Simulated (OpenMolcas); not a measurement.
Co7+: from RASSCF to RASPT2

```yaml
Program: OpenMolcas 26.06
Basis: ANO-RCC-VQZP [7s6p4d3f2g1h]
Scalar_Hamiltonian: DKH2, point nucleus
Active_space: 8 electrons in 8 orbitals (RAS1 3p, at most 2 holes; RAS2 3d)
State_averaging: 2S+1 = 3 even, 10 roots; 2S+1 = 1 even, 15 roots
Spin-orbit_coupling: state interaction with AMFI integrals over the reference wave functions, term energies averaged over their components
```

Methods on the same reference wave functions:
A. RASSCF
B. SS-RASPT2, IPEA 0.25 Eh, imaginary shift 0.1 Eh (closed shells correlated: 3s)

Energies in cm⁻¹ above 3d² ³F₂, the measured ground level; measured values from Sugar and Corliss, J. Phys. Chem. Ref. Data 10, 1097 (1981).

```csv
Level,A,B,Measured
3d² ³F₂,0.0,0.0,0.0
3d² ³F₃,1466,1473,1430
3d² ³F₄,3273,3280,3144
3d² ¹D₂,21547,19920,19624
3d² ³P₀,25357,23080,22304
3d² ³P₁,25907,23630,22839
3d² ³P₂,27143,24910,24055
3d² ¹G₄,36368,32980,32360
3d² ¹S₀,76255,75560,74247
```

Deviations, from unrounded energies. A percentage is the sum of absolute deviations over the sum of measured energies, with the sign that they share, or ± where signs differ.

| Against measurement | Levels | A | B |
| --- | --- | --- | --- |
| mean absolute deviation (cm-1) | 8 | 2200 | 600 |
| fine structure of the ground term (%) | 2 | +3.6 | +3.9 |
| other terms of the ground configuration (%) | 6 | +8.8 | +2.4 |

B lies closest to measurement on these levels. The largest miss of B in the table is 3d² ¹S₀, by +1300 cm-1. The ranking rests on the paired levels alone, and a cruder setting can come out closer through cancelling errors.

From A to B the spin-free energies of the other terms of 3d² shown, above ³F, scale by factors of 0.90 to 0.99.

The lowest spin-free term lies below A's lowest term by 0.215 hartree in B.

CASPT2 breaks the degeneracy within a term, and the mean is taken; among the terms shown or strongly mixed into the levels shown the widest spread is 340 cm-1 (3d² ¹G, B). Active for correlation alone: 3p; no level in the range computed is led by a configuration that opens it, so any true level of that kind is missing. Without dynamic correlation excited terms often stand tens of per cent too high (terms of higher spin than the ground term too low), and those without a measured partner can miss by more than the paired ones (holds for A). Measured partners are found by configuration, term and J. A level has none where our copy of the source lacks it or the pairing is in doubt (some pairs that miss far off the trend of their configuration count as doubtful), and it then counts in no deviation. Levels of configurations outside the active space are missing.
